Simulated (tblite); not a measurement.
C6H11S (charge -1).
Structure used (GFN2-xTB), in Å, numbered top down from 1:
```xyz
18
C6H11S angstrom
S      2.6120    0.2009    1.2794
C      2.0526    0.4349   -0.4215
C      0.5491    0.2064   -0.6007
C     -0.2924    1.1205    0.2849
C     -1.6613    0.4467    0.3416
C     -1.3733   -1.0618    0.2315
C      0.1139   -1.1801   -0.1278
H      2.6017   -0.2597   -1.0753
H      2.3001    1.4584   -0.7413
H      0.2818    0.3548   -1.6600
H      0.1824    1.1268    1.2694
H     -0.3431    2.1454   -0.0882
H     -2.2030    0.6955    1.2564
H     -2.2730    0.7751   -0.5050
H     -2.0010   -1.5176   -0.5402
H     -1.5872   -1.5735    1.1718
H      0.3041   -1.9555   -0.8726
H      0.7103   -1.3982    0.7628
```

Calculated harmonic vibrations of the isolated species, GFN2-xTB (tblite), most abundant isotopes, no scaling. Errors from tens to a few hundred cm⁻¹ against measured bands are possible. One conformer, not necessarily the lowest.

Harmonic wavenumbers (cm⁻¹): 34.0, 107.1, 125.4, 234.6, 291.1, 490.6, 557.5, 620.1, 709.7, 803.3, 827.4, 871.1, 905.9, 962.1, 989.1, 1005.4, 1014.5, 1067.3, 1085.4, 1121.9, 1154.2, 1183.2, 1193.0, 1206.2, 1233.5, 1250.6, 1276.9, 1280.0, 1305.5, 1315.2, 1331.9, 1349.1, 1473.7, 1479.3, 1483.9, 1496.3, 1517.4, 2807.3, 2820.6, 2850.1, 2915.2, 2931.8, 2943.3, 2957.4, 2960.3, 2966.1, 2968.2, 2975.1.

A = 4240, B = 1342, C = 1288 MHz; mass 115.058 u (most abundant isotopes); point group C1, symmetry number 1.

Q: What is the zero-point energy?

A: ½Σν̃ = 34224 cm⁻¹ = 97.85 kcal/mol.

Q: What is S at 400 K and 1 bar for an ideal gas of classical rigid rotors and harmonic oscillators?

A: Translation 41.62, rotation 29.05, vibration 26.37: S = 97.0 cal/(mol K).

Q: And Cp and H(400 K) − H(0)?

A: Cp = 38.66 cal/(mol K), of which vibrations give 30.71 (their classical limit is 48 R = 95.4); H(400 K) − H(0) = 8.67 kcal/mol without the zero-point energy, 5.49 from vibrations.

Q: How do the functions run with temperature in this model?

A: 
| T (K) | S (cal/(mol K)) | Cp (cal/(mol K)) | H − H(0) (kcal/mol) | G − H(0) (kcal/mol) | ln q(vib) |
| --- | --- | --- | --- | --- | --- |
| 50 | 56.9 | 11.6 | 0.48 | -2.36 | 0.55 |
| 100 | 65.9 | 14.6 | 1.14 | -5.45 | 1.42 |
| 298.15 | 87.2 | 28.6 | 5.24 | -20.76 | 4.66 |
| 373.15 | 94.4 | 36.1 | 7.66 | -27.58 | 5.90 |
| 500 | 106.7 | 47.6 | 12.99 | -40.33 | 8.14 |
| 750 | 129.4 | 64.2 | 27.13 | -69.89 | 12.81 |
| 1000 | 149.4 | 75.0 | 44.63 | -104.79 | 17.50 |

q(vib) and H(0) count from the zero-point level.

Q: Which modes carry the vibrational entropy at 400 K?

A: 34.0 cm⁻¹: 6.16; 107.1 cm⁻¹: 3.90; 125.4 cm⁻¹: 3.59; 234.6 cm⁻¹: 2.38; 291.1 cm⁻¹: 1.98; 490.6 cm⁻¹: 1.10 cal/(mol K); the other 42 give 7.26 together.

Hindered rotation and anharmonicity are outside this model. Other conformers, if any are populated, would add a mixing term that is left out.
